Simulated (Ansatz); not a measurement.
`[O]=[V]([OH])([Cl])[Cl]` + `[O]=[W]([OH])(=[S])[Cl]` → `[O]=[V]([OH])([OH])[Cl]` + `[O]=[W](=[S])([Cl])[Cl]`  (redistribution)

Calculated with Ansatz (gas phase, PBE0-D4/def2-TZVP geometries, no zero-point term in ΔE). CCSD(T)/CBS is the MP2 limit (def2-TZVPP, def2-QZVPP) plus CCSD(T) − MP2 in def2-TZVPP, frozen cores. DFT in def2-TZVPP. B3LYP here is the variant with VWN-RPA as its local correlation; programs differ in this. def2 core potentials past Kr. For V, W outer-core shells are correlated without core-valence functions, which leaves a few kJ/mol of doubt a bond. Scalar relativity is left out up to krypton. One conformer a species, not always the lowest.

(1) Is it downhill or uphill in electronic energy at CCSD(T)/CBS, and by how much? (Best estimate.)

(2) What do these levels give: LDA (SPW92), BLYP-D4, B3LYP-D4, r2SCAN0-D4, PBE, PBE0, RPA@PBE/def2-TZVPP, MP2/def2-SVP, CCSD/def2-TZVPP, HF/CBS(def2), MP2/CBS(def2), CCSD/CBS(def2)? (An estimate is asked.)

Largest T1 diagnostic among the species: 0.032, so the coupled-cluster value is less sure than usual.

## Answers

(1) The calculation gave: Downhill: ΔE = -1.4 kcal/mol.

(2) Ansatz gave: LDA (SPW92) -0.4, BLYP-D4 -0.5, B3LYP-D4 -0.5, r2SCAN0-D4 -0.3, PBE -0.5, PBE0 -0.5, RPA@PBE/def2-TZVPP -1.0, MP2/def2-SVP -0.5, CCSD/def2-TZVPP -0.9, HF/CBS(def2) 0.1, MP2/CBS(def2) 0.5, CCSD/CBS(def2) -1.3 kcal/mol.

Leaving LDA and LC-ωPBE aside and taking each functional with its dispersion term where it has one, the values, not all of them listed here, spread over 1.4 kcal/mol, from revPBE-D4 to B2PLYP.
